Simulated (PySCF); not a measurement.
**Ionising SrF**

UHF-CCSD(T); Sr def2-SVPD with ECP28, F def2-SVPD; scalar-relativistic core potentials (PySCF 2.14). Neutral (UHF): doublet (σ ↑), Re = 2.139 Å, ωe = 499 cm⁻¹, De = 5.48 eV.

SrF⁺ (RHF): singlet (closed shell), Re = 2.065 Å, ωe = 580 cm⁻¹, De = 5.61 eV to Sr⁺ + F. The energies at the minima are -130.08016 hartree for SrF and -129.88110 for SrF⁺.

(1) Work out the adiabatic ionisation energy, without and with harmonic zero-point energies (1 hartree = 27.2114 eV, 1 eV = 8065.5 cm⁻¹), and the change of the bond length.

SrF⁻ (RHF): singlet (closed shell), Re = 2.202 Å, ωe = 433 cm⁻¹, De = 3.11 eV to Sr + F⁻. The energies at the minima are -130.08016 hartree for SrF and -130.11431 for SrF⁻.

(2) Work out the adiabatic electron affinity, without and with harmonic zero-point energies (1 hartree = 27.2114 eV, 1 eV = 8065.5 cm⁻¹), and the change of the bond length.

Correlated steps freeze 1 core orbital. Correlated levels converge slowly with the basis: in double zeta they bind strong bonds too weakly, by up to about 1 eV, and carry superposition errors of some tenths. For an ion De counts to the pair picked by the measured ionisation energies or electron affinities, which need not be the lowest pair at this level. Where the molecule has an RHF reference, its open-shell atoms are computed with UHF. The CCSD T1 diagnostic is raised in SrF⁻, a sign that a single reference may not be enough there. States were picked by a PBE0 search and need not be the measured ground states.

Neutral and ion stand on different kinds of reference determinant, which adds to the error of the difference.

Answers

(1) At CCSD(T): 0.19906 hartree = 5.417 eV between the minima; the zero-point term (580.0 − 499.0)/2 cm⁻¹ = +0.005 eV makes it 5.422 eV. Re changes by -7.4 pm against the neutral. The electron leaves a σ orbital, and the shorter bond of the ion fits an antibonding orbital, or a change in how ionic the bond is.

(2) At CCSD(T): 0.03415 hartree = 0.929 eV between the minima; the zero-point term (499.0 − 433.0)/2 cm⁻¹ = +0.004 eV makes it 0.933 eV. Re changes by +6.3 pm against the neutral. The electron enters a σ orbital, and the longer bond of the ion fits an antibonding orbital, or a change in how ionic the bond is.
